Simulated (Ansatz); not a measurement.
Gas-phase electronic energies from Ansatz, PBE0-D4/def2-TZVP geometries. CCSD(T)/CBS is the MP2 limit (def2-TZVPP, def2-QZVPP) plus CCSD(T) − MP2 in def2-TZVPP, frozen cores. This one scheme is used for every species. DFT in def2-TZVPP. B3LYP here is the variant with VWN-RPA as its local correlation; programs differ in this. Each species was taken in one conformer, which may not be the lowest.

Reaction (redistribution): `[F][AlH][SiH2]Cl` + `[NH2][Al]([NH2])[OH]` → `O[SiH2][AlH][F]` + `[NH2][Al]([NH2])[Cl]`

```json
{"level": "PBE-D4", "ΔE (kJ/mol)": "-18.9", "difference from CCSD(T)/CBS": "0.1"}
{"level": "r2SCAN-D4", "ΔE (kJ/mol)": "-21.9", "difference from CCSD(T)/CBS": "-2.9"}
{"level": "PBE0-D4", "ΔE (kJ/mol)": "-20.7", "difference from CCSD(T)/CBS": "-1.7"}
{"level": "BHLYP-D4", "ΔE (kJ/mol)": "-22.8", "difference from CCSD(T)/CBS": "-3.8"}
{"level": "ωB97X-V", "ΔE (kJ/mol)": "-21.9", "difference from CCSD(T)/CBS": "-2.9"}
{"level": "ωB97M-V", "ΔE (kJ/mol)": "-20.7", "difference from CCSD(T)/CBS": "-1.7"}
{"level": "B2PLYP", "ΔE (kJ/mol)": "-20.3", "difference from CCSD(T)/CBS": "-1.3"}
{"level": "PBE", "ΔE (kJ/mol)": "-18.8", "difference from CCSD(T)/CBS": "0.2"}
{"level": "BLYP", "ΔE (kJ/mol)": "-18.6", "difference from CCSD(T)/CBS": "0.4"}
{"level": "B3LYP", "ΔE (kJ/mol)": "-20.3", "difference from CCSD(T)/CBS": "-1.3"}
{"level": "r2SCANh", "ΔE (kJ/mol)": "-22.0", "difference from CCSD(T)/CBS": "-3.0"}
{"level": "r2SCAN0", "ΔE (kJ/mol)": "-22.2", "difference from CCSD(T)/CBS": "-3.2"}
{"level": "CAM-B3LYP", "ΔE (kJ/mol)": "-21.6", "difference from CCSD(T)/CBS": "-2.6"}
{"level": "HF/def2-TZVPP", "ΔE (kJ/mol)": "-27.6", "difference from CCSD(T)/CBS": "-8.6"}
{"level": "CCSD/def2-TZVPP", "ΔE (kJ/mol)": "-21.3", "difference from CCSD(T)/CBS": "-2.3"}
{"level": "MP2/def2-QZVPP", "ΔE (kJ/mol)": "-18.1", "difference from CCSD(T)/CBS": "0.9"}
{"level": "CCSD(T)/CBS", "ΔE (kJ/mol)": "-19.0", "difference from CCSD(T)/CBS": "0"}
```

Largest T1 diagnostic among the species: 0.013.

Leaving LDA and LC-ωPBE aside and taking each functional with its dispersion term where it has one, the values, not all of them listed here, spread over 6.8 kJ/mol, from B97M-V to revPBE-D4. In def2-TZVPP, CCSD(T) changes the Hartree–Fock value by +6.7 kJ/mol (the triples alone add +0.4 kJ/mol) and MP2 by +8.1 kJ/mol.
